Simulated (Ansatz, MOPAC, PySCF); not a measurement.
Pair of molecules: aminoborane (SMILES BN) (first 6 atoms) with H2O (SMILES O); geometry from B3LYP-D3(BJ)/def2-TZVP, rigid monomers moved along the line of their centres of mass till H5···O7 is 3.75 Å.
(charge 0, multiplicity 1):
```xyz
9

B      0.562    -0.493    -0.149
N     -0.512     0.258     0.297
H      0.744    -0.638    -1.320
H      1.295    -0.986     0.658
H     -0.698     0.405     1.281
H     -1.166     0.705    -0.324
O     -0.254     0.253     4.998
H      0.698     0.273     4.849
H     -0.452    -0.661     5.233
```

Monomers are frozen at their geometry in the pair; levels with a basis set take the counterpoise correction. Rows marked so take none.

Rows in 3-21G, 6-31G* carry no dispersion term and start afresh at each structure (6-31G* with six Cartesian d functions). MP2/6-31G* freezes PySCF's default core. The state reached by PM3 isn't checked.

The values were computed with Ansatz (Gaussian orbitals); MOPAC for PM3 (differences of heats of formation); PySCF for 3-21G rows, 6-31G* rows, the dispersion terms. 

| level | interaction energy (kcal/mol) |
|---|---|
| PM3 | -0.62 |
| HF/3-21G (no counterpoise) | -1.04 |
| HF/6-31G* (no counterpoise) | -1.04 |
| PBE-D3(BJ)/def2-TZVPPD | -1.08 |
| BP86/6-31G* (no counterpoise) | -1.12 |
| r2SCAN-D4/def2-TZVPPD | -0.99 |
| B3LYP/def2-TZVPPD | (withheld) |
| wB97X-V/def2-TZVPPD | -0.97 |
| MP2/6-31G* | -1.04 |

Problem. Complete the blanks.

Solution. 
- B3LYP/def2-TZVPPD, interaction energy (kcal/mol): -0.78

Ansatz is a first-principles code.
